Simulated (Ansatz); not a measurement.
Geometry optimisation, RKS PBE/def2-SVP in Ansatz 0.2.0.

Input:

```yaml
crystal:
  periodic: [false, false, false]
  atoms:
    - { symbol: C, position_ang: [-0.90382, 0.22019, -0.35925] }
    - { symbol: Te, position_ang: [0.97037, -0.5502, -0.83756] }
    - { symbol: O, position_ang: [1.7561, -0.30421, 1.16892] }
    - { symbol: H, position_ang: [-1.36029, -0.37268, 0.45607] }
    - { symbol: H, position_ang: [-0.80108, 1.24903, 0.03393] }
    - { symbol: H, position_ang: [0.99478, 0.06932, 1.6069] }
total_charge: -1
basis:
  gaussian: { orbitals: def2-SVP }
hamiltonian:
  xc: pbe
relax:
  f_tol: 0.015
  max_steps: 40
```

Run as:

```bash
$ ansatz run input.yaml --threads 1 --pin off --max-ram 2048MiB --backend cpu --events-out ev --progress --plain --runs-dir out
```

Question: Where does it end, and by what steps?

Answer: The run converged. Limits of this set-up: an anion without diffuse functions. After 22 steps the energy has fallen by 0.455 eV; H6 moved furthest, 1.11 Å.

| step | energy less start (eV) | largest force component (eV/Å) | accepted |
| --- | --- | --- | --- |
| 0 | 0.0000 | 2.000 | yes |
| 1 | -0.1649 | 0.717 | yes |
| 2 | -0.2791 | 0.675 | yes |
| 3 | -0.3231 | 0.395 | yes |
| 4 | -0.3114 | 0.407 | no |
| 5 | -0.3437 | 0.275 | yes |
| 6 | -0.3539 | 0.352 | yes |
| 7 | -0.3237 | 1.456 | no |
| 8 | -0.3695 | 0.246 | yes |
| 9 | -0.3850 | 0.262 | yes |
| 10 | -0.4088 | 0.303 | yes |
| 11 | -0.4361 | 0.337 | yes |
| 12 | -0.4402 | 0.229 | yes |
| 13 | -0.4077 | 0.531 | no |
| 14 | -0.4502 | 0.343 | yes |
| 15 | -0.4520 | 0.333 | yes |
| 16 | -0.4531 | 0.059 | yes |
| 17 | -0.4550 | 0.097 | yes |
| 18 | -0.4551 | 0.069 | yes |
| 19 | -0.4545 | 0.042 | no |
| 20 | -0.4551 | 0.033 | yes |
| 21 | -0.4552 | 0.016 | yes |
| 22 | -0.4553 | 0.005 | yes |

```xyz
6
Properties=species:S:1:pos:R:3
C -1.065 0.262 -0.405
Te 0.833 -0.456 -0.453
O 2.128 0.020 1.292
H -1.788 -0.198 0.300
H -1.225 1.349 -0.560
H 1.774 -0.665 1.894
```

Whether the end is a true minimum wasn't checked by a vibrational analysis.

Run time: 82 s on 1 thread of Intel(R) Xeon(R) Processor @ 2.50GHz (Skylake/Cascade Lake), with other jobs on the host, peak memory 0.14 GiB.
